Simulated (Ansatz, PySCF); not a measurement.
1,1,1-trichloroethane (C₂H₃Cl₃), SMILES C(Cl)(C)(Cl)Cl.

Geometry: ωB97X-D3(BJ)/def2-SVP.

Vertical ionisation energy (IE) and electron affinity (EA) in eV. Rows of orbital energies are one-electron estimates. Where ΔSCF, EOM or ADC give a negative EA the extra electron is unbound and the value depends on the basis.

```
level                                                                        IE     EA
------------------------------------------------------------------------  -----  -----
−ε(HOMO), −ε(LUMO), M06-2X/def2-TZVP (PySCF)                              10.07  -0.37
−ε(HOMO), −ε(LUMO), PBE/def2-TZVP (PySCF)                                   [?]    [?]
ΔSCF, CAM-B3LYP/def2-SVPD (Ansatz), final states of multiplicity 2 and 2  11.19  -0.96
ΔSCF, PBE/def2-SVPD (Ansatz), final states of multiplicity 2 and 2        10.41  -0.61
```

**Question.** Fill in the missing entries. (An estimate is asked for; the answer gives what the named calculation found.)

**Answer.** 
- −ε(HOMO), −ε(LUMO), PBE/def2-TZVP (PySCF), IE: 7.23
- −ε(HOMO), −ε(LUMO), PBE/def2-TZVP (PySCF), EA: 1.79

**Question.** What vertical singlet–triplet gap does ΔSCF give with CAM-B3LYP/def2-SVPD (Ansatz, an electronic-structure program) and with PBE/def2-SVPD (Ansatz)? (The exact figures need the calculation; the answer reports its results.)

**Answer.** 6.32 and 5.44 eV (triplet above singlet where positive).
